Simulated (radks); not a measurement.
The numbers below are computed, except where a source is named.
Spin polarisation of the 5d5 shell in Re2+. Start: [Xe] 4f14 5d(up 2.5, down 2.5); electrons of 5d are moved from spin down to spin up, other shells keep equal spins. Code: a radial shooting solver on a logarithmic mesh with Libxc functionals. Model: non-relativistic Kohn-Sham, r2SCAN, spin-polarised, spherical densities, point nucleus; meta-GGA in the generalised Kohn-Sham scheme.

[
 {"moment (Bohr magnetons)": "0", "E - E(0) (eV)": "0.000", "e(5d up) (eV)": "-22.038", "e(5d down) (eV)": "-22.038", "5p down minus up (eV)": "0.000", "4f down minus up (eV)": "0.000"},
 {"moment (Bohr magnetons)": "1", "E - E(0) (eV)": "-0.215", "e(5d up) (eV)": "-22.445", "e(5d down) (eV)": "-21.583", "5p down minus up (eV)": "0.745", "4f down minus up (eV)": "0.122"},
 {"moment (Bohr magnetons)": "2", "E - E(0) (eV)": "-0.864", "e(5d up) (eV)": "-22.809", "e(5d down) (eV)": "-21.070", "5p down minus up (eV)": "1.496", "4f down minus up (eV)": "0.242"},
 {"moment (Bohr magnetons)": "3", "E - E(0) (eV)": "-1.960", "e(5d up) (eV)": "-23.134", "e(5d down) (eV)": "-20.483", "5p down minus up (eV)": "2.258", "4f down minus up (eV)": "0.362"},
 {"moment (Bohr magnetons)": "4", "E - E(0) (eV)": "-3.527", "e(5d up) (eV)": "-23.419", "e(5d down) (eV)": "-19.778", "5p down minus up (eV)": "3.035", "4f down minus up (eV)": "0.480"},
 {"moment (Bohr magnetons)": "5", "E - E(0) (eV)": "-5.648", "e(5d up) (eV)": "-23.673", "e(5d down) (eV)": "-18.682", "5p down minus up (eV)": "3.842", "4f down minus up (eV)": "0.598"}
]

At moment 5 the spin-polarisation energy is -5.648 eV and the 5d exchange splitting 4.991 eV, that is 0.998 eV per Bohr magneton; E = -I m^2/4 would give I = 0.904 eV.
